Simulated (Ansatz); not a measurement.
Cost and result up the ladder for B₉N₉ (the lowest singlet isomer of a short search) (18 atoms). Charge 0, multiplicity 1. Geometry: r2SCAN-D4/def2-SVP.

Cartesian coordinates in Å:
```
B -0.906 -3.342 1.067
B 1.944 -1.978 -2.381
B 2.304 0.449 -2.785
B 0.672 -3.474 -0.857
B 0.121 3.626 -0.116
B 1.582 2.658 -1.888
B -2.060 -1.654 2.492
B -2.259 0.812 2.751
B -1.398 2.902 1.717
N -1.668 -2.814 2.004
N 2.190 1.753 -2.630
N -2.433 -0.478 2.957
N 1.473 -3.077 -1.826
N 2.397 -0.860 -2.913
N -2.064 2.095 2.520
N 0.959 3.537 -1.129
N -0.719 3.681 0.898
N -0.135 -3.838 0.120
```

Ansatz on 4 threads of Arm Neoverse V2 on a shared host. Times are rough, and most runs start from the orbitals of an earlier one. PBE0-D4/def2-TZVP serves as the yardstick here, not as an exact answer. Differences are given only for rows in sets of like size (and for xTB, whose basis is part of the method), since another set adds its own error. Binding counts from free atoms at the same level (B doublet, N quartet; other spins of the atoms weren't run), without zero-point energy or a counterpoise term.

Correlated methods freeze 18 core orbitals. The rows differ in basis, and correlated rows in double-zeta sets carry the largest basis error. The structure comes from a short search, and lower isomers may exist.

Correlated methods converge slowly with the basis, most of all in double-zeta sets.

```json
{"level": "PBE-D4/def2-TZVP (with forces)", "functions": "558", "binding energy per atom (eV)": "6.18", "difference from PBE0-D4/def2-TZVP (eV)": "0.23"}
{"level": "MP2/def2-SVP", "functions": "252", "binding energy per atom (eV)": "5.77", "difference from PBE0-D4/def2-TZVP (eV)": "–"}
{"level": "PBE0-D4/def2-TZVP", "functions": "558", "binding energy per atom (eV)": "5.95", "difference from PBE0-D4/def2-TZVP (eV)": "0.00"}
{"level": "PBE0-D4/def2-SVP", "functions": "252", "binding energy per atom (eV)": "6.07", "difference from PBE0-D4/def2-TZVP (eV)": "–"}
{"level": "r2SCAN-D4/def2-TZVP", "functions": "558", "binding energy per atom (eV)": "5.90", "difference from PBE0-D4/def2-TZVP (eV)": "-0.05"}
{"level": "PBE-D4/def2-SVP", "functions": "252", "binding energy per atom (eV)": "6.30", "difference from PBE0-D4/def2-TZVP (eV)": "–"}
{"level": "HF/STO-3G", "functions": "90", "binding energy per atom (eV)": "4.21", "difference from PBE0-D4/def2-TZVP (eV)": "–"}
{"level": "RPA@PBE/def2-SVP", "functions": "252", "binding energy per atom (eV)": "5.22", "difference from PBE0-D4/def2-TZVP (eV)": "–"}
```

Problem. Estimate how long each takes.

Solution. HF/STO-3G 0.75 s; PBE-D4/def2-SVP 4.7 s; MP2/def2-SVP 7.5 s; PBE0-D4/def2-SVP 9.5 s; RPA@PBE/def2-SVP 13 s; PBE-D4/def2-TZVP (with forces) 14 s; r2SCAN-D4/def2-TZVP 21 s; PBE0-D4/def2-TZVP 38 s. On shared hardware such times vary by a factor of up to 3.
